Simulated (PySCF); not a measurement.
Mapped SMILES: `[CH3:1][C:2]#[C:3][C@@H:4]1[SiH2:5]/[C:6](=[CH:7]/[CH3:8])[C@@H:9]1[F:10]`; H(Xn) means a hydrogen on atom n. Ha(Si5) is cis to C3 on the ring; Hb(Si5) is trans to C3 on the ring.

Equivalent nuclei averaged, relativity neglected, in vacuum, one conformer. PBE0/pcSseg-1 with gauge-including orbitals; coordinates at the GFN2-xTB level; PySCF.

Scale: TMS for 13C (σref 186.93) and 1H (σref 31.72) and 29Si (σref 349.16); 19F (σref 170.95) against CFCl3 (reference shieldings calculated alike).

| atoms | nucleus | count | Hirshfeld charge | δ (ppm) |
| --- | --- | --- | --- | --- |
| H(C4) | 1H | 1 | 0.05 | 2.95 |
| C4 | 13C | 1 | -0.11 | 22.4 |
| Hb(Si5) | 1H | 1 | -0.07 | 4.85 |
| Ha(Si5) | 1H | 1 | -0.07 | 4.78 |
| C3 | 13C | 1 | -0.08 | ? |
| C2 | 13C | 1 | -0.06 | 87.9 |
| H(C7) | 1H | 1 | 0.05 | 6.50 |
| H(C8) | 1H | 3 | 0.05 | 2.12 |
| C8 | 13C | 1 | -0.12 | ? |
| H(C1) | 1H | 3 | 0.06 | 2.05 |
| H(C9) | 1H | 1 | 0.04 | ? |
| F10 | 19F | 1 | -0.10 | ? |
| C6 | 13C | 1 | -0.12 | 144.9 |
| C7 | 13C | 1 | -0.02 | ? |
| C9 | 13C | 1 | 0.06 | 91.8 |
| Si5 | 29Si | 1 | 0.35 | -46.6 |
| C1 | 13C | 1 | -0.10 | 5.4 |

Fill in the missing shifts.

Answers


- C7: 159.0 ppm, alkene CH; an sp2 carbon of a C=C bond
- C3: 80.5 ppm, alkyne carbon; sp carbons lie upfield of alkene carbons because the cylindrical π system leaves one tensor component strongly shielded
- C8: 21.2 ppm, allylic methyl carbon; saturated and bonded to C and H only
- H(C9): 5.65 ppm, hydrogen on an allylic sp3 CH bonded to F; its carbon carries F, an electronegative neighbour
- F10: -184.7 ppm, fluorine on an sp3 carbon

Shifts are as computed. Against solution values, carbons near 30 ppm lie about +3 ppm off and those near 130 ppm about +5 ppm. Of 1309 compounds with measured shifts, 239 miss one by over three times the rms of a fit or turn the order of signals round; such compounds aren't used in these exercises. Unscaled 19F shifts against computed CFCl3 carry errors that often reach 10 to 50 ppm.
